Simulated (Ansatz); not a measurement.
Steps of a relaxation of `[CH3][Al]1[BH][O]1` with RKS PBE-D4/def2-SVP.

```sh
$ ansatz run in.yaml --threads 2 --pin off --events-out ev --progress --plain --max-ram 4352MiB
```

```yaml
crystal:
  periodic: [false, false, false]
  atoms:
    - {symbol: C, position_ang: [-0.807300, 1.161500, -0.394300]}
    - {symbol: Al, position_ang: [0.735200, 0.108300, 0.063800]}
    - {symbol: B, position_ang: [1.151200, -1.910400, 0.349000]}
    - {symbol: O, position_ang: [1.881700, -0.786400, 1.130100]}
    - {symbol: H, position_ang: [-1.388600, 0.726000, -1.272700]}
    - {symbol: H, position_ang: [-1.533300, 1.283400, 0.468900]}
    - {symbol: H, position_ang: [-0.504400, 2.229200, -0.691500]}
    - {symbol: H, position_ang: [0.557500, -2.868700, 0.290800]}
basis:
  gaussian: {orbitals: def2-SVP}
hamiltonian: {xc: pbe, dispersion: d4}
relax: {f_tol: 0.03, max_steps: 200}
```

Positions (Å) and forces (eV/Å) along the path, 13 of 13 steps:

```xyz
8
step=1 energy=-10407.3282 eV
C    -0.807    1.161   -0.394   -0.691    2.337   -0.055
Al    0.735    0.108    0.064   -0.093   -2.746   -1.101
B     1.151   -1.910    0.349    1.085    6.628    0.069
O     1.882   -0.786    1.130   -1.070   -2.509   -0.166
H    -1.389    0.726   -1.273    0.788    0.065    0.737
H    -1.533    1.283    0.469    0.441   -0.106   -0.440
H    -0.504    2.229   -0.692   -0.502   -0.778    0.178
H     0.557   -2.869    0.291    0.041   -2.892    0.779
8
step=2 energy=-10408.4277 eV
C    -0.802    1.231   -0.387   -0.073    1.091   -0.057
Al    0.692    0.043   -0.013   -0.554   -0.616   -0.620
B     1.094   -1.840    0.319    0.511    1.898    0.606
O     1.807   -0.821    1.139   -1.230   -1.897   -0.783
H    -1.350    0.741   -1.238    0.360    0.122    0.337
H    -1.518    1.306    0.472    0.283   -0.032   -0.153
H    -0.528    2.272   -0.701   -0.262   -0.229    0.082
H     0.697   -2.990    0.353    0.964   -0.338    0.589
8
step=3 energy=-10408.9315 eV
C    -0.799    1.299   -0.389    0.177    0.153    0.115
Al    0.623    0.001   -0.074   -0.681    0.125   -0.670
B     1.074   -1.830    0.314   -0.184   -1.181   -0.038
O     1.698   -0.903    1.106   -0.073    0.071    0.392
H    -1.326    0.776   -1.221    0.059    0.146    0.053
H    -1.494    1.326    0.477    0.081    0.067    0.037
H    -0.547    2.322   -0.705   -0.046    0.283   -0.033
H     0.863   -3.049    0.435    0.666    0.336    0.144
8
step=4 energy=-10409.1878 eV
C    -0.794    1.345   -0.395    0.216   -0.127    0.042
Al    0.531   -0.075   -0.153   -0.362    0.042   -0.238
B     1.076   -1.893    0.320    0.185   -0.421    0.444
O     1.592   -0.897    1.122   -0.404   -0.261   -0.257
H    -1.352    0.843   -1.217   -0.147    0.224   -0.037
H    -1.463    1.369    0.492    0.055    0.060    0.021
H    -0.536    2.372   -0.706    0.067    0.090    0.021
H     1.038   -3.122    0.481    0.389    0.394    0.004
8
step=5 energy=-10409.3792 eV
C    -0.793    1.360   -0.412   -0.056   -0.208   -0.141
Al    0.429   -0.161   -0.225   -0.224   -0.096   -0.126
B     1.089   -1.942    0.350    0.168   -0.313    0.237
O     1.475   -0.895    1.128   -0.247   -0.029   -0.123
H    -1.438    0.956   -1.235    0.043    0.297    0.152
H    -1.425    1.402    0.502    0.052    0.059    0.001
H    -0.468    2.383   -0.684    0.102   -0.070    0.044
H     1.225   -3.159    0.521    0.161    0.360   -0.043
8
step=6 energy=-10409.5197 eV
C    -0.815    1.352   -0.424   -0.011   -0.214   -0.034
Al    0.267   -0.278   -0.242   -0.117    0.083   -0.136
B     1.128   -1.967    0.365    0.061   -0.131    0.298
O     1.384   -0.879    1.130   -0.166   -0.146   -0.207
H    -1.513    1.080   -1.250    0.012    0.224    0.082
H    -1.421    1.466    0.501    0.024    0.068   -0.022
H    -0.334    2.323   -0.665    0.056   -0.119    0.042
H     1.395   -3.155    0.529    0.141    0.235   -0.023
8
step=7 energy=-10409.6185 eV
C    -0.847    1.321   -0.435    0.041   -0.024   -0.002
Al    0.103   -0.391   -0.262   -0.076   -0.009   -0.071
B     1.137   -1.977    0.396    0.062   -0.097    0.135
O     1.333   -0.846    1.094   -0.164    0.001   -0.171
H    -1.568    1.248   -1.279    0.066    0.042    0.072
H    -1.428    1.508    0.494    0.011    0.032    0.003
H    -0.189    2.198   -0.611   -0.001   -0.071    0.030
H     1.551   -3.118    0.547    0.060    0.125    0.005
8
step=8 energy=-10409.6585 eV
C    -0.844    1.306   -0.433   -0.059   -0.191    0.008
Al   -0.052   -0.501   -0.323   -0.009    0.115   -0.055
B     1.133   -1.984    0.408    0.045    0.062    0.076
O     1.197   -0.816    1.046    0.036   -0.051    0.009
H    -1.575    1.356   -1.265   -0.009    0.052    0.001
H    -1.387    1.527    0.512    0.024   -0.001   -0.007
H    -0.090    2.106   -0.584    0.061   -0.072    0.014
H     1.710   -3.050    0.584   -0.090    0.087   -0.047
8
step=9 energy=-10409.6526 eV rejected
C    -0.868    1.265   -0.441    0.224    0.196    0.079
Al   -0.038   -0.511   -0.359   -0.221    0.007   -0.142
B     1.151   -1.939    0.443   -0.175   -0.224   -0.354
O     1.226   -0.762    1.032    0.093    0.254    0.259
H    -1.587    1.417   -1.269   -0.021   -0.096   -0.029
H    -1.383    1.485    0.519   -0.007   -0.019   -0.001
H    -0.057    2.021   -0.552   -0.077   -0.028    0.019
H     1.649   -3.034    0.573    0.183   -0.090    0.167
8
step=10 energy=-10409.6670 eV
C    -0.852    1.289   -0.434   -0.016   -0.023   -0.020
Al   -0.054   -0.506   -0.342   -0.011    0.016   -0.028
B     1.140   -1.965    0.413   -0.027    0.075    0.020
O     1.194   -0.796    1.045    0.018   -0.054   -0.008
H    -1.582    1.376   -1.265    0.020    0.020    0.025
H    -1.380    1.515    0.517    0.009   -0.010    0.003
H    -0.069    2.066   -0.572    0.004   -0.044    0.004
H     1.695   -3.037    0.582    0.003    0.022    0.005
8
step=11 energy=-10409.6685 eV
C    -0.850    1.280   -0.434   -0.035    0.001   -0.022
Al   -0.066   -0.518   -0.361   -0.023    0.062   -0.014
B     1.135   -1.954    0.413    0.048    0.004    0.070
O     1.181   -0.782    1.037   -0.004   -0.071   -0.041
H    -1.581    1.391   -1.259   -0.003    0.019    0.000
H    -1.369    1.500    0.523    0.011   -0.008    0.004
H    -0.056    2.046   -0.566    0.013   -0.028    0.007
H     1.698   -3.021    0.591   -0.007    0.021   -0.004
8
step=12 energy=-10409.6695 eV
C    -0.856    1.275   -0.438   -0.031    0.012   -0.026
Al   -0.084   -0.528   -0.373   -0.008   -0.012   -0.012
B     1.136   -1.950    0.418    0.020   -0.065   -0.023
O     1.169   -0.776    1.030   -0.008    0.071    0.027
H    -1.588    1.421   -1.259    0.041   -0.019    0.039
H    -1.361    1.492    0.527    0.000    0.004    0.000
H    -0.038    2.017   -0.558   -0.002    0.007    0.000
H     1.714   -3.008    0.598   -0.013    0.002   -0.005
8
step=13 energy=-10409.6697 eV
C    -0.855    1.274   -0.437    0.002    0.006    0.004
Al   -0.085   -0.530   -0.376    0.001   -0.002   -0.003
B     1.138   -1.949    0.417   -0.004    0.014    0.013
O     1.167   -0.773    1.029    0.002   -0.015   -0.008
H    -1.585    1.418   -1.257   -0.001   -0.002   -0.001
H    -1.360    1.492    0.528    0.000   -0.001   -0.002
H    -0.038    2.017   -0.558   -0.002    0.000    0.000
H     1.711   -3.008    0.599    0.002    0.000   -0.003
```

It took 19 s on 2 threads of an Arm Neoverse V1 on a shared host, with 0.14 GiB of host memory at the peak.
